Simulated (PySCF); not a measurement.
Pt²⁺ (platinum, charge +2) across methods

[Xe] 4f14 5d8, high-spin 3F determinant. Computed with PySCF 2.14 in ANO-RCC-VTZP (8s7p5d3f1g, 84 functions), with the spin-free X2C one-electron Hamiltonian (Gaussian nucleus).

```tsv
method	E (hartree)	mean ε 5p β (eV)	mean ε 5d α (eV)	mean ε 5d β (eV)	Σ⟨r²⟩ (bohr²)	⟨S²⟩
UHF	-18408.58304	-88.541	-32.640	-30.938	41.98	2.004
PBE0	-18413.96	-79.696	-28.241	-26.974	42.31	2.001
LDA	-18402.69	-76.774	-26.695	-25.546	42.66	2.000
PBE	-18414.21	-76.329	-26.470	-25.314	42.59	2.001
```

(1) Estimate the same row for r2SCAN.

Spin-orbit coupling, absent here, splits the open shell strongly.

Results:

(1) E (hartree) = -18414.23; mean ε 5p β (eV) = -77.513; mean ε 5d α (eV) = -26.742; mean ε 5d β (eV) = -25.574; Σ⟨r²⟩ (bohr²) = 42.26; ⟨S²⟩ = 2.001.
